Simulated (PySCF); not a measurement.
# Electron correlation in Kr²⁺ (krypton, charge +2)

[Ar] 3d10 4s2 4p4, high-spin 3P determinant. All numbers are calculated (PySCF 2.14, scalar relativity by spin-free X2C-1e, in Sapporo-DKH3-DZP-2012). Frozen: [Ar] 3d10; 6 electrons correlated.

MP2 pair energies summed by pair of shells (mhartree):

```
 pair  energy  share (%)
4p-4p  -38.77       49.7
4s-4p  -33.72       43.2
4s-4s   -5.51        7.1
```

Total MP2 correlation energy: -78.00 mhartree.

Same-spin part -19.59 and opposite-spin part -58.41 mhartree; SCS-MP2 scales them by 1/3 and 6/5 to -76.62 mhartree.

| level | correlation energy (mhartree) |
| --- | --- |
| CCSD | -93.46 |
| (T) | -1.04 |
| CCSD(T) | -94.50 |

Diagnostics: T1 = 0.0059, D1 = 0.0195, largest double amplitude 0.049.

Cost of the coupled-cluster step: 0.59 s of wall time on 1 thread of Neoverse-N1 (shared host), for 6 correlated electrons.
